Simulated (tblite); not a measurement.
Species: C₆H₁₁NO.
SMILES with atom numbers: `[CH3:1][O:2][CH2:3][C@H:4]1[CH2:5][CH:6]=[N:7][CH2:8]1` (hydrogens: H9, H10, H11 on C1; H12, H13 on C3; H14 on C4; H15, H16 on C5; H17 on C6; H18, H19 on C8)

Computed with GFN2-xTB (tblite), gas phase: nudged elastic band of 9 images (0 to 8), spring 0.2 eV/Å², climbing image at the end, force threshold 0.05 eV/Å. No saddle search or frequency run followed, so the top image need not be a first-order saddle, and its height can exceed the method's true barrier by a kcal/mol or more.

The band describes a rotation about C3–O2 (sp3 carbon bound to oxygen, ether oxygen), followed by the dihedral C4–C3–O2–C1, from the optimised start (72°) to a second optimised geometry at -179°.

**Question.** How does the energy change from image to image?

**Answer.** 
| image | dihedral (°) | E (kcal/mol) | C3–O2 (Å) | C4···C1 (Å) | largest true force (eV/Å) |
| --- | --- | --- | --- | --- | --- |
| 0 | 72 | 0.00 | 1.409 | 3.06 | 0.01 |
| 1 | 85 | 0.32 | 1.411 | 3.20 | 0.04 |
| 2 | 99 | 1.08 | 1.414 | 3.33 | 0.06 |
| 3 | 114 | 1.86 | 1.417 | 3.45 | 0.05 |
| 4 | 130 | 2.16 | 1.418 | 3.54 | 0.04 |
| 5 | 144 | 1.85 | 1.416 | 3.61 | 0.04 |
| 6 | 158 | 1.25 | 1.413 | 3.65 | 0.05 |
| 7 | 172 | 0.75 | 1.410 | 3.68 | 0.04 |
| 8 | -179 | 0.29 | 1.409 | 3.67 | 0.01 |

Barriers of this band. The top is image 4 at 130°: 2.16 kcal/mol forward and 1.87 kcal/mol back; the end lies 0.29 kcal/mol above the start. The central bond is 0.009 Å longer at the top than at the start.

**Question.** What rate follows at 200 K for crossing this barrier forward?

**Answer.** Taking the electronic barrier for the free energy of activation (no zero-point or entropy terms, transmission 1), rate = (kT/h)·exp(−ΔE/kT) ≈ 2 × 10^10 s⁻¹, whose inverse is 6 × 10^-11 s. An error of 1 kcal/mol in the barrier changes this by a factor of 12, and the method and the loose band can each miss by that much or more.

**Question.** How would the two end points share their population at 200 K, from these energies alone?

**Answer.** exp(−ΔE/kT) with ΔE = 0.013 eV gives 0.47 for the higher one (end) against 1 for the lower, without vibrational, rotational or degeneracy terms. GFN2-xTB can put conformers this close in the wrong order.

The cost below is that of the whole band run. Cost: about 9 s of CPU time on one thread; the machine was shared, so the figure is rough.
